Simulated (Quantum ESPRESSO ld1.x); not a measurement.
Values are calculated unless marked as measured or tabulated.
Task: Species: the selenium ion Se2+. Configuration: [Ar] 3d10 4s2 4p1 7d1 (not the ground configuration). Code: ld1.x of Quantum ESPRESSO 7.5. Model: scalar-relativistic Kohn-Sham, LDA (Slater exchange, Perdew-Zunger correlation), spin-polarised, spherical densities, point nucleus; open shells are filled with parallel spins first. Some entries of the table are withheld. Estimate them.

orbital,occ.,eigenvalue (eV),r(max) (bohr)
1s up,1,-12518.7,0.02884
1s down,1,-12518.6,0.02884
2s up,1,-1639.17,0.1647
2s down,1,-1639.12,0.1647
2p up,3,-1447.47,0.1317
2p down,3,-1447.39,0.1317
3s up,1,-246.867,0.5027
3s down,1,-246.759,0.5027
3p up,3,-186.894,0.5002
3p down,3,-186.769,0.5003
3d up,5,-87.4800,0.4508
3d down,5,-87.3056,0.4507
4s up,1,(1),1.446
4s down,1,(2),1.441
4p up,1,-34.9773,(3)
4p down,0,-33.8971,(4)
7d up,1,-3.3189,17.17
7d down,0,-3.1055,17.48

Result: 
(1) 4s up eigenvalue (eV): -47.8850
(2) 4s down eigenvalue (eV): -46.8149
(3) 4p up r(max) (bohr): 1.636
(4) 4p down r(max) (bohr): 1.633
